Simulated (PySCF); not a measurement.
# Electron affinity of Ir by level of theory

Ir⁻ [Xe] 4f14 5d8 6s2 (3F) → Ir [Xe] 4f14 5d7 6s2 (4F), as a difference of total energies. Calculation: PySCF 2.14, in def2-QZVPPD with the def2 core potential (60 electrons) (7s5p4d4f2g, 88 functions); scalar relativity through the core potential. Correlated levels: valence: 5s2 5p6 frozen. The calculations carry no spin-orbit coupling.

Q: Order these methods by the electron affinity they give, lowest first.
A. CCSD(T) (valence)
B. CCSD (valence)
C. SCS-MP2 (valence)
D. UHF

A: D (-0.073 eV), B (1.396 eV), A (1.587 eV), C (1.640 eV).

The reference lies between the lowest fine-structure levels, while these numbers refer to the centres of the terms.

Errors of the correlated levels include the incompleteness of this basis and the frozen core.

A negative affinity means that the anion lies above the atom at that level of theory.

The coupled-cluster amplitudes are large for Ir⁻ (T1 above 0.03 or a double amplitude above 0.15), so a single reference is strained.

For comparison: 1.564 eV (measured; photodetachment measurements, as compiled on the Wikipedia data page of electron affinities).
